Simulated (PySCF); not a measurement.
4-methylidene-2,3-dihydropyrrole (C5H7N), SMILES C1(C=NCC1)=C. Geometry optimised at PBE0-D3(BJ)/def2-SVP. Other conformers were not sampled.

**Question.** Give the equilibrium geometry at PBE0-D3(BJ)/def2-SVP (PySCF confirms it by a frequency run) as Cartesian coordinates in Å, and its point group. (Estimate from the structure and the level; the computed values follow.)

**Answer.** Several could match; the one computed here: point group Cs.
```xyz
13

C      0.0332    -2.1540     0.0000
C      0.0309    -0.8158     0.0000
C     -1.1629     0.0414     0.0000
N     -0.9417     1.2972     0.0000
C      0.4952     1.5234     0.0000
C      1.1944     0.1463     0.0000
H      0.9614    -2.7311     0.0000
H     -0.9059    -2.7140     0.0000
H     -2.1852    -0.3581     0.0000
H      0.7551     2.1363    -0.8793
H      0.7551     2.1363     0.8793
H      1.8333     0.0010     0.8846
H      1.8333     0.0010    -0.8846
```
Charge 0, spin multiplicity 1.
